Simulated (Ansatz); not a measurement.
`C=[C]([GeH3])[SeH]` + `C=N` → `C=N[C](=C)[GeH3]` + H₂Se  (substitution at a C–Se bond)

Computed with Ansatz on PBE0-D4/def2-TZVP structures; ΔE is electronic, products minus reactants. CCSD(T)/CBS is the MP2 limit (def2-TZVPP, def2-QZVPP) plus CCSD(T) − MP2 in def2-TZVPP, frozen cores. This one scheme is used for every species. DFT in def2-TZVPP. B3LYP here is the variant with VWN-RPA as its local correlation; programs differ in this. For Ge, Se outer-core shells are correlated without core-valence functions, which leaves a few kJ/mol of doubt a bond. Scalar relativity is left out up to krypton. Each species was taken in one conformer, which may not be the lowest.

`C=[C]([GeH3])[SeH]`:

```xyz
10

C     1.477    0.848    0.080
C     0.204    0.498    0.241
Ge   -0.500   -1.186   -0.432
Se   -0.961    1.606    1.266
H     1.883    1.782    0.458
H     2.169    0.197   -0.445
H    -0.892   -2.093    0.743
H     0.579   -1.859   -1.297
H    -1.755   -0.899   -1.275
H    -2.203    1.106    0.661
```

`C=N`:

Z-matrix (Å, degrees):
```
C
N 1 1.261
H 1 1.096 2 124.9
H 1 1.092 2 118.8 3 -180.0
H 2 1.021 1 111.0 3 -0.0
```

`C=N[C](=C)[GeH3]`:

Z-matrix (Å, degrees):
```
Ge
C 1 1.969
H 1 1.539 2 111.5
H 1 1.539 2 111.5 3 120.7
H 1 1.535 2 107.0 3 -119.7
N 2 1.401 1 123.6 3 -60.3
C 2 1.335 1 119.0 3 119.8
C 6 1.264 2 119.9 1 -0.2
H 7 1.083 2 121.9 1 0.0
H 7 1.086 2 119.9 1 180.0
H 8 1.088 6 119.0 2 -180.0
H 8 1.098 6 124.0 2 -0.0
```

H₂Se:

```xyz
3

Se   -0.205   -0.022   -0.652
H    -0.278    0.983    0.413
H     0.483   -0.961    0.239
```

(1) Is it downhill or uphill in electronic energy at CCSD(T)/CBS, and by how much? (Best estimate.)

(2) What do these levels give: PBE-D4, r2SCAN-D4, PBE0-D4, B3LYP-D4, PBE0, B3LYP, CCSD/def2-TZVPP, CCSD(T)/def2-TZVPP, MP2/def2-QZVPP, SCS-MP2/def2-QZVPP, HF/CBS(def2), MP2/CBS(def2)? (Best estimate.)

Largest T1 diagnostic among the species: 0.013.

Results:

(1) Ansatz gave: Nearly level: ΔE = 0.0 kcal/mol.

(2) Computed: PBE-D4 -1.8, r2SCAN-D4 -2.0, PBE0-D4 -1.6, B3LYP-D4 -1.5, PBE0 -1.6, B3LYP -1.6, CCSD/def2-TZVPP 0.5, CCSD(T)/def2-TZVPP 0.2, MP2/def2-QZVPP 1.0, SCS-MP2/def2-QZVPP 1.2, HF/CBS(def2) -0.6, MP2/CBS(def2) 0.9 kcal/mol.

In def2-TZVPP, CCSD(T) changes the Hartree–Fock value by +0.9 kcal/mol (the triples alone add −0.2 kcal/mol) and MP2 by +1.8 kcal/mol.
